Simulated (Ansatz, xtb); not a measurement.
# Relative energy of two isomers of CH10N2OSi3

We compare I, `C[Si@@H]1N[Si@H](O)N[SiH2]1`, a singlet, with II, `CN1[SiH2][SiH2]O[Si@@H]1N`, a singlet. Both are isolated molecules in the gas phase, relaxed with r2SCAN-D4/def2-SVP; each stands in its lowest conformer found.

Estimate which is lower in electronic energy at CCSD(T)/def2-SVP + ΔMP2/def2-TZVPP, and by roughly how much.

The CCSD(T)/def2-SVP + ΔMP2/def2-TZVPP calculation puts structure I lower, by 10.8 kcal/mol.

Level by level:

| level | geometry | E(II) − E(I) (kcal/mol) | departure from the last row (kcal/mol) | job, with rough time for the two |
| --- | --- | --- | --- | --- |
| GFN2-xTB | GFN2-xTB | −18.1 | −28.9 | optimisation, 0.57 s |
| HF/STO-3G | GFN2-xTB | +13.2 | +2.4 | single point, 0.5 s |
| r2SCAN-D4/def2-SVP//GFN2-xTB | GFN2-xTB | +11.2 | +0.5 | single point, 5.4 s |
| r2SCAN-D4/def2-SVP | r2SCAN-D4/def2-SVP | +9.7 | −1.1 | optimisation, 68 s |
| HF/def2-SVP | r2SCAN-D4/def2-SVP | +7.9 | −2.8 | part of the CCSD(T) run |
| MP2/def2-SVP | r2SCAN-D4/def2-SVP | +8.8 | −2.0 | part of the CCSD(T) run |
| CCSD(T)/def2-SVP | r2SCAN-D4/def2-SVP | +7.3 | −3.5 | single point |
| CCSD(T)/def2-SVP + ΔMP2/def2-TZVPP | r2SCAN-D4/def2-SVP | +10.8 |  | single point, 1.8 min |

As drawn, II has 1 C–N, 1 O–Si, 1 Si–H in place of 1 C–Si, 1 N–Si, 1 O–H.

GFN2-xTB puts the two in the other order. The largest departure from CCSD(T)/def2-SVP + ΔMP2/def2-TZVPP is that of GFN2-xTB, 28.9 kcal/mol. The last row adds to CCSD(T) the change of the MP2 difference between the two basis sets, here +3.5 kcal/mol, a large step that makes the value less sure.

With thermal terms from frequencies at re-optimised GFN2-xTB minima (ideal gas, soft modes damped towards free rotors, one conformer each, 298.15 K, 1 atm): on the last row, ΔE + ΔZPE = +10.3, ΔH = +10.1, ΔG = +10.5 kcal/mol.

The correlated steps freeze 19 core orbitals. Programs: Ansatz 0.2.0, xtb 6.7.1; the last row on 4 threads of Arm Neoverse V1 on a shared host.
